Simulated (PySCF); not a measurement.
A run for PySCF: R-B3LYP/6-31G* on CHN (SMILES C#N) with ghost functions, monomers drawn apart or pushed together.

```python
from pyscf import gto, scf, dft, mp
from pyscf.data.elements import chemcore

mol = gto.M(
    atom='''
    C    -0.29343518    0.18842757   -0.30607764
    N    -0.36187379    0.30994277   -1.44479654
    H    -0.22674346    0.07381931    0.76549733
    ghost-C    0.14825425   -1.46809850    4.09963258
    ghost-O   -0.04573184   -0.21710994    3.46664071
    ghost-C    0.00679361    0.87543415    4.36488866
    ghost-H   -0.62847602   -1.65312927    4.85035670
    ghost-H    1.12973853   -1.51588478    4.58515517
    ghost-H    0.09168951   -2.23550542    3.32955092
    ghost-H   -0.77582609    0.79470576    5.12786130
    ghost-H   -0.15154881    1.78270985    3.78444803
    ghost-H    0.98232492    0.93050121    4.86151365
    ''',
    basis='6-31g*',
    cart=True,
    charge=0, spin=0, verbose=3, max_memory=1800)
mf = dft.RKS(mol, xc='b3lyp')
mf.conv_tol = 1e-8
mf.max_cycle = 100
mf.kernel()
if not mf.converged:
    mf = mf.newton().run(mf.mo_coeff, mf.mo_occ)
```

Output:

```
converged SCF energy = -93.4223907013623
```

The run converged.

Cost: about 7 core-seconds (a rough figure).
